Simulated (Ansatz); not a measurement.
Start from `BC(F)Cl` and change one atom or group to get `B[CH](Cl)[GaH2]`.

Ansatz, PBE0-D4/def2-TZVP geometries, multiplicity 1. 

Scalar relativity is left out up to krypton.

```json
{"property": "HOMO–LUMO gap (B3LYP/def2-TZVPP) / eV", "`BC(F)Cl`": "7.77"}
{"property": "LUMO energy (PBE0/def2-TZVPP) / eV", "`BC(F)Cl`": "-0.84"}
{"property": "HOMO energy (B3LYP/def2-TZVPP) / eV", "`BC(F)Cl`": "-8.88"}
{"property": "HOMO–LUMO gap (ωB97M-V/def2-TZVPP) / eV", "`BC(F)Cl`": "12.50"}
{"property": "LUMO energy (B3LYP/def2-TZVPP) / eV", "`BC(F)Cl`": "-1.11"}
{"property": "HOMO energy (PBE0/def2-TZVPP) / eV", "`BC(F)Cl`": "-9.11"}
```

Question: Give the same properties after the change, and the shifts. (An estimate is asked.)

Answer: The calculation gave: 
| property | `B[CH](Cl)[GaH2]` | shift |
| --- | --- | --- |
| HOMO–LUMO gap (B3LYP/def2-TZVPP) / eV | 6.08 | -1.69 |
| LUMO energy (PBE0/def2-TZVPP) / eV | -1.28 | -0.44 |
| HOMO energy (B3LYP/def2-TZVPP) / eV | -7.59 | 1.29 |
| HOMO–LUMO gap (ωB97M-V/def2-TZVPP) / eV | 10.41 | -2.09 |
| LUMO energy (B3LYP/def2-TZVPP) / eV | -1.51 | -0.40 |
| HOMO energy (PBE0/def2-TZVPP) / eV | -7.81 | 1.30 |

With PBE0 the HOMO rises by 1.30 eV and the LUMO falls by 0.44 eV, so the gap narrows by about 1.74 eV. PBE moves the HOMO by 0.92 eV and ωB97M-V by 1.46 eV. The zero-point energy changes by 27.9 kJ/mol with +6 modes.

B3LYP here is the variant with VWN-RPA as its local correlation; programs differ in this.
